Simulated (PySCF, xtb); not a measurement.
Si(F)(NH2)3 (FH₆N₃Si), SMILES N[Si](N)(N)F.

xtb with GFN2-xTB at its own geometry gives an orbital gap of 7.59 eV and a dipole moment of 2.52 D.

Geometry: PBE0-D3(BJ)/def2-SVP. The values are those of a single conformer.

### Question
What does PBE/def2-TZVP run with PySCF give? (The exact figures need the calculation; the answer reports its results.)

### Answer
gap 5.50 eV (levels -5.57 and -0.07 eV), dipole 2.26 D.
